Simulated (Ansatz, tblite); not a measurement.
Isomers of Li5H4 (doublet), found by a short tight-binding search and relaxed with PBE-D4/def2-TZVP in Ansatz.

The xTB rows come from tblite. Correlated methods freeze no core orbitals; core or outer-core shells of Li are correlated, in sets that lack core-valence functions.

Other spin states weren't relaxed.

A:

```xyz
9

Li   -0.717   -1.655    0.295
Li    1.732   -1.268   -0.613
Li    0.917   -0.018    1.572
Li    0.172    0.734   -1.134
Li   -1.724    1.228    0.613
H     1.646    0.433    0.001
H    -0.913   -0.147    1.343
H     0.039   -1.146   -1.247
H    -1.151    1.839   -0.830
```

B:

Cartesian coordinates in Å:
```
Li 0.417 0.481 -1.964
Li -1.740 -0.685 -0.861
Li -0.967 0.343 1.820
Li 1.218 1.541 0.700
Li 0.796 -0.896 0.602
H -1.034 -1.060 0.694
H 1.490 0.318 -0.593
H 0.797 0.360 1.950
H -0.977 -0.401 -2.347
```

**Question.** Estimate which lies lowest at each level, and how far above it the others are (kJ/mol).

**Answer.** 
```csv
level,A,B
GFN1-xTB,53.9,0.0
GFN2-xTB,0.0,18.0
HF/def2-TZVPP,15.4,0.0
LDA (SPW92)/def2-TZVP,22.5,0.0
PBE-D4/def2-TZVP,21.4,0.0
r2SCAN-D4/def2-TZVP,20.5,0.0
r2SCANh-D4/def2-TZVP,20.5,0.0
PBE0-D4/def2-TZVP,20.4,0.0
MP2/def2-TZVPP,16.4,0.0
CCSD/def2-TZVPP,17.1,0.0
CCSD(T)/def2-TZVPP,17.2,0.0
```
Point groups (tolerance 0.1 Å): A not assigned, B Cs. Lower isomers may exist.
